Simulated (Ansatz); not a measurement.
Si6H11, a cluster with a defect cut from the lattice of silicon (one cap removed). Charge 0, multiplicity 2. Geometry PBE-D4/def2-SVP; atoms count from 1.

Cartesian coordinates in Å:
```
Si -1.628 1.080 1.296
Si 1.117 -1.760 1.074
Si 0.950 1.038 -1.531
Si -1.300 1.488 -1.000
Si 1.357 -1.260 -1.215
Si -1.042 -1.142 1.729
H -3.066 1.308 1.687
H -0.772 2.046 2.082
H 1.322 -3.231 1.333
H 2.172 -0.999 1.844
H 1.262 1.450 -2.948
H 1.840 1.826 -0.602
H -2.188 0.570 -1.801
H -1.658 2.913 -1.340
H 0.346 -2.052 -2.006
H 2.737 -1.633 -1.695
H -1.449 -1.643 3.094
```

Estimate the Mulliken populations from the PBE0/def2-TZVP orbitals of Ansatz.


```tsv
atom	charge (e)	spin (α − β)
Si1	0.00	0.01
Si2	0.00	0.01
Si3	-0.01	0.00
Si4	0.00	0.00
Si5	0.00	0.00
Si6	-0.03	0.94
H7	0.00	0.00
H8	0.01	0.04
H9	0.00	0.00
H10	0.01	0.04
H11	0.00	0.00
H12	0.01	0.00
H13	0.01	0.00
H14	0.00	0.00
H15	0.01	0.00
H16	0.00	0.00
H17	0.01	-0.01
```
Mulliken values and Mayer orders depend strongly on the basis.

Where does the spin sit?

Summed by element: Si 0.94, H 0.06, of 1 unpaired in all. Largest on single atoms: Si6 0.94, H8 0.04, H10 0.04.

And the Mayer bond orders between bonded heavy atoms (over 0.3)?

Si1–Si4 0.95 (2.36 Å); Si1–Si6 0.99 (2.34 Å); Si2–Si5 0.95 (2.36 Å); Si2–Si6 0.99 (2.34 Å); Si3–Si4 0.95 (2.36 Å); Si3–Si5 0.95 (2.36 Å).
